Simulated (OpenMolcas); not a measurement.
**Multiconfigurational calculation on Pt II**

Input:

```
&GATEWAY
Coord
1

Pt 0.0 0.0 0.0
Basis=ANO-R2
Group=XYZ
NoMove
AngMom=0.0 0.0 0.0
AMFI
&SEWARD
* reference wave functions (RASSCF and RASSI steps not shown): 9 electrons in 5 orbitals (5d)
>>> COPY JOB001 $Project.JobIph
&CASPT2
Multistate=5 1 2 3 4 5
Frozen=14 9
IPEA=0.25
Imaginary=0.1
MaxIter=60
WThr=0.0 0.3 0.05
PrWF=0.5
NoMix
```

Launched by
```bash
OMP_NUM_THREADS=1 MOLCAS_MEM=1689 MOLCAS_PROJECT=a pymolcas a.inp > a.log  # once for each step of the input, in one work folder
```

Output, cut to the results:

```
--- CASPT2 ---
Orbital specifications:
      -----------------------

      Symmetry species                           1   2
                                                ag  au
      Frozen orbitals                           14   9
      Inactive orbitals                          1  10
      Active orbitals                            5   0
      Secondary orbitals                        22  20
      Deleted orbitals                           0   0
      Number of basis functions                 42  39
Type of calculation                        MS-CASPT2
      Fock operator                              state-specific
      IPEA shift                                 0.25
      Real shift                                 0.00
      Imaginary shift                            0.10
      The input orbitals will be transformed to quasi-canonical
Reference energy:      -18410.0756709601
      E2 (Non-variational):      -0.7479772926
      Shift correction:          -0.0003042115
      E2 (Variational):          -0.7482815040
      Total energy:          -18410.8239524642
      Residual norm:              0.0000005955
      Reference weight:           0.89311
      Contributions to the CASPT2 correlation energy
      Active & Virtual Only:         -0.2591018563
      One Inactive Excited:          -0.2520419897
      Two Inactive Excited:          -0.2368334465
Reference energy:      -18410.0756709601
      E2 (Non-variational):      -0.7480958843
      Shift correction:          -0.0003212945
      E2 (Variational):          -0.7484171789
      Total energy:          -18410.8240881390
      Residual norm:              0.0000005843
      Reference weight:           0.89276
      Contributions to the CASPT2 correlation energy
      Active & Virtual Only:         -0.2592224083
      One Inactive Excited:          -0.2520399987
      Two Inactive Excited:          -0.2368334773
::    CASPT2 Root  1     Total energy: -18410.82395246
::    CASPT2 Root  2     Total energy: -18410.82408814
::    CASPT2 Root  3     Total energy: -18410.82405949
::    CASPT2 Root  4     Total energy: -18410.82395736
::    CASPT2 Root  5     Total energy: -18410.82418705
::    MS-CASPT2 Root  1     Total energy: -18410.82427923
::    MS-CASPT2 Root  2     Total energy: -18410.82411508
::    MS-CASPT2 Root  3     Total energy: -18410.82399414
::    MS-CASPT2 Root  4     Total energy: -18410.82394059
::    MS-CASPT2 Root  5     Total energy: -18410.82391545
```

Levels above the lowest, from the spin-orbit matrix with the single-state CASPT2 energies, averaged by term, on its diagonal:

| Configuration | Term | J | E (cm-1) | g | Term weight % |
| --- | --- | --- | --- | --- | --- |
| 5d9 | 2D | 5/2 | 0.0 | 1.200 | 100 |
| 5d9 | 2D | 3/2 | 10420 | 0.800 | 100 |

CASPT2 breaks the degeneracy within a term, and the mean is taken; among the terms shown or strongly mixed into the levels shown the widest spread is 51 cm-1 (5d9 2D). Levels of configurations outside the active space are missing.

The term weight is that of the spin-free term in the level, not the purity of its configuration.
